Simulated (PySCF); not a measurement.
**Ga (gallium, neutral) across methods**

[Ar] 3d10 4s2 4p1, 2P determinant. Calculation: PySCF 2.14, in aug-cc-pVQZ-DK; scalar relativity by spin-free X2C-1e.

```
   method  E (hartree)  mean ε 4s α (eV)  mean ε 4s β (eV)  mean ε 4p α (eV)  Σ⟨r²⟩ (bohr²)   ⟨S²⟩
     PBE0    -1943.576           -10.173            -9.357            -3.762          39.57  0.754
      PBE    -1943.564            -9.105            -8.526            -2.936          39.92  0.752
  wB97X-V    -1943.659           -12.554           -11.654            -5.603          39.42  0.754
    TPSSh    -1943.798            -9.585            -8.755            -3.344          39.36  0.753
      UHF  -1942.17843           -12.662           -10.997            -5.827          40.32  0.763
  r2SCANh    -1943.790            -9.770            -9.060            -3.486          39.16  0.756
BHandHLYP    -1943.794           -11.149           -10.228            -4.380          39.63  0.754
      LDA    -1940.684            -9.345            -8.820            -2.930          39.64  0.751
```

(1) Estimate the same row for r2SCAN.

Results:

(1) E (hartree) = -1943.806; mean ε 4s α (eV) = -9.364; mean ε 4s β (eV) = -8.736; mean ε 4p α (eV) = -3.184; Σ⟨r²⟩ (bohr²) = 39.17; ⟨S²⟩ = 0.756.
